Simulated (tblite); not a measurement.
C6H10F2Si.
Z-matrix (Å and degrees, GFN2-xTB geometry), rows numbered from 1:
```
F 
C   1  1.3807
C   2  1.4940  1  110.65
C   3  1.5239  2  124.36  1   -55.27
C   4  1.5409  3   89.36  2   142.15
C   3  1.5282  2  129.01  1    70.07
Si  6  1.8693  3  128.66  2    -1.00
F   7  1.6149  6  106.09  3    52.36
C   3  1.4911  2  122.93  1   145.92
H   2  1.0969  1  106.15  3  -121.24
H   2  1.0945  1  106.59  3   121.14
H   4  1.0875  3  112.51  2    27.64
H   4  1.0908  3  115.35  2   -98.68
H   5  1.0874  4  113.30  3  -117.03
H   5  1.0899  4  115.54  3   116.08
H   7  1.4565  6  111.69  3   165.98
H   7  1.4537  6  112.82  3   -62.36
H   9  1.0812  3  119.50  6  -109.60
H   9  1.0803  3  116.41  6   107.02
```

Method: GFN2-xTB as coded in tblite; computed harmonic values from a numerical Hessian at the method's own geometry, unscaled. Errors from tens to a few hundred cm⁻¹ against measured bands are possible. Modes of hydrogen on silicon can be 10 to 20 % off. One conformer, not necessarily the lowest.

Harmonic wavenumbers (cm⁻¹): 36.6, 49.7, 101.8, 147.3, 152.3, 233.7, 277.2, 332.2, 407.5, 464.1, 529.3, 532.8, 560.2, 665.7, 722.2, 767.2, 792.0, 806.8, 813.8, 890.6, 923.7, 954.4, 974.7, 1000.3, 1016.5, 1036.8, 1066.8, 1094.4, 1145.7, 1175.3, 1200.0, 1206.9, 1234.9, 1256.3, 1306.2, 1308.9, 1408.3, 1430.6, 1467.8, 1474.9, 1496.0, 2317.1, 2348.8, 2921.7, 2953.8, 2973.3, 2986.7, 3018.0, 3029.4, 3063.2, 3094.7.

A = 1739, B = 1181, C = 914.5 MHz; mass 148.052 u (most abundant isotopes); point group C1, symmetry number 1.

Task: What is the zero-point energy?

Result: ½Σν̃ = 31585 cm⁻¹ = 377.84 kJ/mol.

Task: Entropy at 298.15 K, 1 bar (ideal gas, RRHO, classical rotation)?

Result: Translation 171.18, rotation 123.54, vibration 124.70: S = 419.4 J/(mol K).

Task: And Cp and H(298.15 K) − H(0)?

Result: Cp = 162.38 J/(mol K), of which vibrations give 129.13 (their classical limit is 51 R = 424.0); H(298.15 K) − H(0) = 28.95 kJ/mol without the zero-point energy, 19.04 from vibrations.

Task: How do the functions run with temperature in this model?

Result: 
| T (K) | S (J/(mol K)) | Cp (J/(mol K)) | H − H(0) (kJ/mol) | G − H(0) (kJ/mol) | ln q(vib) |
| --- | --- | --- | --- | --- | --- |
| 100 | 298.8 | 77.5 | 5.59 | -24.29 | 2.14 |
| 200 | 364.3 | 117.1 | 15.26 | -57.60 | 4.79 |
| 300 | 420.4 | 163.3 | 29.25 | -96.88 | 7.37 |
| 500 | 524.2 | 245.5 | 70.59 | -191.52 | 12.55 |
| 800 | 657.7 | 320.9 | 156.67 | -369.48 | 20.15 |
| 1000 | 732.9 | 352.3 | 224.17 | -508.70 | 24.89 |

q(vib) and H(0) count from the zero-point level.

Task: What must be added to the electronic energy to get the Gibbs energy at 298.15 K and 1 bar?

Result: ZPE + [H(298.15 K) − H(0)] − T·S = 377.84 + 28.95 − 125.05 = 281.74 kJ/mol.

Task: Which modes carry the vibrational entropy at 298.15 K?

Result: 36.6 cm⁻¹: 22.74; 49.7 cm⁻¹: 20.21; 101.8 cm⁻¹: 14.31; 147.3 cm⁻¹: 11.33; 152.3 cm⁻¹: 11.06; 233.7 cm⁻¹: 7.74 J/(mol K); the other 45 give 37.32 together.

Hindered rotation and anharmonicity are outside this model. Other conformers, if any are populated, would add a mixing term that is left out. The structure is chiral; the term R ln 2 for an equal mix with its mirror image is left out.

The run took 1.3 s on Arm Neoverse N1, one thread, shared host with 64 logical CPUs at a one-minute load of 60. The figure is for the frequency step alone.
